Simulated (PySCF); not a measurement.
**C8H9NO: full NMR table**

| Property | Result |
| --- | --- |
| Formula | C8H9NO |
| SMILES | CC(=O)NC=C1C=CC=C1 |
| InChI | InChI=1S/C8H9NO/c1-7(10)9-6-8-4-2-3-5-8/h2-6H,1H3,(H,9,10) |
| Point group of the computed structure | Cs |
| Degrees of unsaturation | 5 |
| Carbon signals | 8 |
| Proton signals | 7 |

Bonds (- single, = double, # triple, : aromatic): C1-C2, C2=O3, C2-N4, N4-C5, C5=C6, C6-C7, C7=C8, C8-C9, C9=C10, C10-C6. C1 carries H11, H12, H13; N4 carries H14; C5 carries H15; C7 carries H16; C8 carries H17; C9 carries H18; C10 carries H19.

PySCF 2.14 calculation with σ from GIAO-B97-2/pcSseg-1 and geometry: PBE0-D3(BJ)/def2-SVP; a single conformation, in vacuum, equivalent nuclei averaged, non-relativistic Hamiltonian.

References, each an isolated molecule treated in the same way: ¹H (σref 31.38), ¹³C (σref 183.69) against TMS; NH3 for ¹⁵N (σref 262.91); ¹⁷O (σref 331.62) against H2O.

```tsv
carbon	δC, type	δH (multiplicity)	HMBC from (2–3 bonds)	span of the C tensor (ppm)
C1	23.5, CH3	2.05 (s)	–	55
C2	164.1, C	–	H15, H11/H12/H13	171
C5	132.6, CH	7.47 (d)	H19, H16	180
C6	125.9, C	–	H15, H17, H18, H19, H16	156
C7	112.6, CH	6.24 (d)	H15, H17, H18, H19	184
C8	135.2, CH	6.58 (m)	H18, H19, H16	191
C9	131.2, CH	6.41 (m)	H17, H19, H16	189
C10	128.0, CH	6.37 (m)	H15, H17, H18, H16	188
```

Other nuclei:
| atoms | nucleus | environment | δ (ppm) | σ (ppm) |
| --- | --- | --- | --- | --- |
| H14 | ¹H | hydrogen on an amide-type nitrogen | 6.88 | 24.49 |
| N4 | ¹⁵N | amide-type nitrogen | 165.5 | 97.4 |
| O3 | ¹⁷O | amide-type carbonyl oxygen | 458.1 | -126.5 |

- Carbon types of the structure: 2 × C, 5 × CH, 1 × CH3, leaving 1 H on heteroatoms.
- δC 164.1: amide carbonyl carbon; lone-pair donation from the attached heteroatom keeps it upfield of a ketone carbonyl.
- δC 135.2, 131.2, 128.0, 112.6: alkene CH; an sp2 carbon of a C=C bond.
- δC 132.6: alkene carbon bearing nitrogen; an sp2 carbon of a C=C bond.
- δC 125.9: β carbon of an enol-ether or enamine type C=C.
- δH 6.58, 6.41, 6.37, 6.24: hydrogen on an alkene CH; attached to an sp2 carbon and in the plane of the double bond.

The OH or NH signal is concentration- and solvent-dependent in practice; the value given is the gas-phase one. Amide-type NH protons are broadened by 14N but still split neighbouring CH signals. Shifts are as computed. Against solution values, carbons near 30 ppm lie about +1 ppm off and those near 130 ppm about +2 ppm. Of 1211 compounds with measured shifts, 218 miss one by over three times the rms of a fit or turn the order of signals round; such compounds aren't used in these exercises. Hydrogen bonding in solution shields acid and N–H amide carbonyl oxygens by tens of ppm. The C=O carbon of an acid or of an amide with N–H lies up to 10 ppm further downfield in solution, through hydrogen bonding that the calculation lacks. Unscaled 17O shifts of doubly bonded oxygen tend to come out too high, by tens of ppm or more. Experimental scales use liquid or dissolved standards, which lie at an offset from isolated NH3 (liquid NH3: subtract about 20 ppm) and H2O (liquid H2O: subtract about 36 ppm). Unscaled 15N shifts of sp2 nitrogen come out 20 to 40 ppm too high even then. Multiplicities follow the n + 1 count of equivalent neighbours, as no J values were calculated; m marks all less simple cases, F and P coupling included.
